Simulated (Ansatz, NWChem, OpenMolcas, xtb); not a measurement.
**From O to Te: the dipole moment**

Gas-phase molecules, one atom swapped for its congeners: C2H6O (dimethyl ether) `COC`; C2H6S (dimethyl sulfide) `CSC`; Se(CH3)2 (dimethyl selenide); Te(CH3)2 (dimethyl telluride). All are singlets with charge 0.

Shapes, held fixed at every level: PBE0-D4/def2-TZVP. Programs: Ansatz 0.2.0, NWChem 7.3.0, OpenMolcas 26.06, xtb 6.7.1. A level may come from different programs for different species; with the same settings they agree closely. Values in D.

```json
{"level": "GFN0-xTB", "C2H6O": "1.19", "C2H6S": "2.06", "Te(CH3)2": "2.13"}
{"level": "HF/def2-SVP", "C2H6O": "1.56", "C2H6S": "1.66", "Te(CH3)2": "1.33"}
{"level": "PBE-D4/def2-TZVPP", "C2H6O": "1.10", "C2H6S": "1.51", "Te(CH3)2": "1.27"}
{"level": "r2SCAN-D4/def2-TZVPP", "C2H6O": "1.15", "C2H6S": "1.60", "Te(CH3)2": "1.37"}
{"level": "PBE0/def2-SVP", "C2H6O": "1.30", "C2H6S": "1.57", "Te(CH3)2": "1.24"}
{"level": "B3LYP-D4/def2-TZVPP", "C2H6O": "1.21", "C2H6S": "1.52", "Te(CH3)2": "1.24"}
{"level": "wB97M-V/def2-TZVPP", "C2H6O": "1.22", "C2H6S": "1.51", "Te(CH3)2": "1.23"}
{"level": "measured", "C2H6O": "1.30", "C2H6S": "1.50", "Te(CH3)2": "–"}
```

Estimate the column for Se(CH3)2 from its neighbours.

The mean of the neighbours at wB97M-V/def2-TZVPP is 1.37 D, against 1.48 from the run: the member lies nearer S. All rows: GFN0-xTB 2.17; HF/def2-SVP 1.60; PBE-D4/def2-TZVPP 1.47; r2SCAN-D4/def2-TZVPP 1.58; PBE0/def2-SVP 1.47; B3LYP-D4/def2-TZVPP 1.48; wB97M-V/def2-TZVPP 1.48 D. At wB97M-V/def2-TZVPP the dipole moment isn't monotonic: it is largest for S and smallest for O (1.51 and 1.22 D). 4 of 7 levels show this order throughout; 4 agree on the largest and the smallest. Measured values: NIST CCCBDB. The two largest values are nearly level. For atoms past krypton def2 sets carry core potentials with scalar relativity. Relativity is left out for Se.
